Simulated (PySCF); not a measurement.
Electron affinity of Cr by level of theory

Cr⁻ [Ar] 3d5 4s2 [3d3/2^4 3d5/2^1, M_J = 5/2] → Cr [Ar] 3d5 4s1 [3d3/2^4 3d5/2^1 4s1/2^1, M_J = 3], as a difference of total energies. All numbers are calculated (PySCF 2.14, the two-component X2C-1e Hamiltonian, in x2c-SVPall-2c with one added diffuse shell each of s, d type (6s5p4d1f, 48 functions)). Correlated levels: [Ne] frozen; the 6 highest virtual spinors dropped. "Screened" scales the spin-orbit matrix elements by Boettger's factors to mimic the two-electron term; Breit and QED terms are absent.

| method | electron affinity (eV) | error (eV) |
| --- | --- | --- |
| GHF (screened spin-orbit) | -0.271 | -0.947 |
| GMP2 (screened spin-orbit) | -0.042 | -0.718 |

Reference: 0.676 eV (measured; photodetachment measurements, as compiled on the Wikipedia data page of electron affinities).

Errors of the correlated levels include the incompleteness of this basis, which has no added diffuse functions for the anion, and the frozen core.

The labels give the starting determinants; with spin-orbit coupling the two ends relaxed to ⟨J²⟩ = 9.24, ⟨L²⟩ = 0.00, ⟨S²⟩ = 9.24 and ⟨J²⟩ = 12.00, ⟨L²⟩ = 0.00, ⟨S²⟩ = 12.00.

A negative affinity means that the anion lies above the atom at that level of theory.

The determinant of Cr⁻ mixes levels of different J (the jj label is only the starting occupation), so the difference between spin-free and spin-orbit rows is not the physical spin-orbit shift.
